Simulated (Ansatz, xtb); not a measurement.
FH4InSn: where a starting geometry ends

The starting geometry of this gas-phase singlet has its atoms placed at random.

```tsv
atom	x (Å)	y (Å)	z (Å)
F	-0.7308	-0.2426	0.9411
In	-0.0216	-2.1295	-0.0283
Sn	0.5292	1.6685	-0.6494
H	0.7905	-0.9833	-1.0391
H	-0.5187	-0.2682	1.9068
H	-1.3596	-1.4381	0.0219
H	0.1791	1.6632	0.9944
```

Question: Guess where an optimisation with r2SCAN-D4/def2-SVP ends from this start.

Answer: It ends as a structure with F1 bridging In2 and H5, given below by its coordinates. Distances that change by over a tenth: In2–Sn3 (3.89 → 3.33 Å), In2–H4 (1.73 → 2.25 Å), In2–H6 (1.51 → 2.25 Å), Sn3–H7 (1.68 → 1.85 Å). Contacts that close: Sn3–H4 (2.69 → 1.86 Å), Sn3–H6 (3.70 → 1.86 Å).

The energy falls by 5.83 eV over 20 steps:

```tsv
step	E − E(last) (eV)
1	5.835
3	3.072
5	2.162
7	1.900
9	1.302
12	0.296
14	0.096
16	0.015
18	0.000
20	0.000
```

Final geometry (Å):

```xyz
7

F    -0.3892   -0.6926    2.0223
In   -0.1920   -2.2184    0.2023
Sn    0.0331    0.8616   -1.0362
H     1.1308   -0.5437   -0.5146
H    -0.3056    0.1734    1.5146
H    -1.2201   -0.4915   -0.8126
H    -0.1890    1.1812    0.7716
```

From the same start GFN2-xTB ends elsewhere, in pieces: H2Sn + FIn + H2.

From so rough a start the end depends on the optimiser's path, so another program may land elsewhere. The end wasn't checked by frequencies. Atoms past krypton carry core potentials, without spin–orbit terms. Run with Ansatz 0.2.0, 24 s on 2 threads of Intel(R) Xeon(R) 6975P-C (Granite Rapids), on a shared host.
